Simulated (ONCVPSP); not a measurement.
## beryllium (Be), ONCV: configuration errors across variants

beryllium, optimised norm-conserving Vanderbilt (ONCV), made with ONCVPSP 4.0.1 (PBE, scalar-relativistic). Core none, reference 1s2 2s2. Waves: 1s+2s: rc 0.80 bohr, ncon 4, nbas 7, qcut 11.9 1/bohr, 2 projectors; p scattering state at 0.24 Ha: rc 0.80 bohr, ncon 4, nbas 9, qcut 12.3 1/bohr, 2 projectors, debl 2.4 Ha. Local part: polynomial inside 0.80 bohr (lpopt 5, dvloc0 3 Ha). Core correction: none.

All-electron excitation energies from the reference (eV): (1) 1s2 2s1 9.551; (2) 1s2 2s0 27.498; (3) 1s2 2s1.5 3.761; (4) 1s2 2s0 2p1 13.460.

Errors AE − PS in meV (a dash: test not solved or not reliable):

```csv
change,(1),(2),(3),(4),bound ghosts,GHOST(+) flags above zero
base,+0.6,+4.7,+0.1,+4.9,none,none
p: qcut 7.4,+0.6,+4.7,+0.1,+4.8,none,none
p: qcut 9.9,+0.6,+4.7,+0.1,+4.8,none,none
p: qcut 11.5,+0.6,+4.7,+0.1,+4.9,none,none
p: qcut 13.5,+0.6,+4.7,+0.1,+4.9,none,none
p: qcut 16.4,+0.6,+4.7,+0.1,+4.9,none,none
```

(1) Give the same row for: p: qcut 18.3.

Answers

(1) +0.6, +4.7, +0.1, +5.0; bound ghosts: none; GHOST(+) flags above zero: none.
